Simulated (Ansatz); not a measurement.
`C[SiH](F)[SnH3]` → `F[CH2][SnH2][SiH3]`  (isomerisation)

Program: Ansatz. Geometries: PBE0-D4/def2-TZVP. ΔE: electronic, gas phase. CBS: MP2 limit from def2 TZ/QZ plus the TZ coupled-cluster correction, frozen cores. Functionals use def2-TZVPP. B3LYP here is the variant with VWN-RPA as its local correlation; programs differ in this. Elements past krypton have def2 core potentials. For Sn outer-core shells are correlated without core-valence functions, which leaves a few kJ/mol of doubt a bond. One conformer a species, not always the lowest.

| species | B3LYP energy (Eh) |
| --- | --- |
| `C[SiH](F)[SnH3]` | -646.18275 |
| `F[CH2][SnH2][SiH3]` | -646.08811 |

Task: Work out ΔE.

Result: ΔE = (-646.08811) − (-646.18275) = 0.09464 Eh = +248.5 kJ/mol. CCSD(T)/CBS gives +255.6 kJ/mol.

Largest T1 diagnostic among the species: 0.013.

From PBE to PBE0 (25 % exact exchange), in def2-TZVPP and without D4, ΔE moves by +8.8 kJ/mol.
